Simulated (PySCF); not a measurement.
**Working with the constants of TeS**

UHF-CCSD(T) constants of TeS, ³Σ⁻ (triplet), unpaired electrons π ↑↑ (Te cc-pVDZ-PP with ECP28, S cc-pV(D+d)Z; scalar-relativistic core potentials (PySCF 2.14); masses 129.9062 and 31.9721 u):

* ωe: 454.2 cm⁻¹
* ωexe: 1.49 cm⁻¹
* Be: 0.12746 cm⁻¹
* αe: 0.000540 cm⁻¹
* De to Te + S: 2.81 eV

What force constant and bond length do these constants imply?

Reduced mass μred = 25.657 u; k = 5.8918×10⁻⁷·μred·ωe² (u, cm⁻¹, mdyn/Å) = 3.12 mdyn/Å; Re = √(16.8576/(μred·Be)) (u, cm⁻¹, Å) = 2.270 Å.

Estimate the centrifugal constant D from the Kratzer relation and find the Dunham coefficient a1.

D = 4Be³/ωe² = 4.02e-08 cm⁻¹; a1 = −1 − αeωe/(6Be²) = -3.52.

Correlated steps freeze 9 core orbitals. Correlated levels converge slowly with the basis: in double zeta they bind strong bonds too weakly, by up to about 1 eV, and carry superposition errors of some tenths. These are scalar-relativistic numbers at best; spin–orbit coupling would shift them, the dissociation energy most. The state was picked by a PBE0 search and need not be the measured ground state.
